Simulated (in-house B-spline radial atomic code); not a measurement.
# The ruthenium ion Ru⁷⁺: 2s2 2p6 3s2 3p6 3d10 4s2 4p6 4d3 (with a hole in an inner shell)

All numbers are computed (Dirac-Hartree-Fock, average of configuration; Fermi nucleus of rms radius 4.4809 fm) with a radial B-spline atomic code at the basis-set limit, not measured.

Z_r = [3n² - l(l+1)]/(2<r>); Z_e = n√(-2ε); the last column is Slater's effective charge. Values are occupation-weighted means over j.

```csv
shell,electrons,ε (eV),<r> (bohr),Z_r,Z_e,Slater
2s,2,-3670.8,0.1407,42.65,32.85,41.55
2p,6,-3381.4,0.1213,41.21,31.53,41.55
3s,2,-799.52,0.3825,35.29,23.00,34.75
3p,6,-687.38,0.3773,33.13,21.32,34.75
3d,10,-486.38,0.3551,29.57,17.94,24.85
4s,2,-216.56,0.9258,25.92,15.96,18.25
4p,6,-177.28,0.9807,23.45,14.44,18.25
4d,3,-120.17,1.127,18.64,11.89,9.30
```

The least bound orbital is 4d5/2 at -119.9 eV, and it is also the most diffuse (<r> = 1.13 bohr).

Spin-orbit splittings of the orbital energies (j = l + 1/2 above j = l - 1/2 when positive): 2p 153.3 eV, 3p 27.71 eV, 3d 5.728 eV, 4p 5.062 eV, 4d 0.7571 eV.
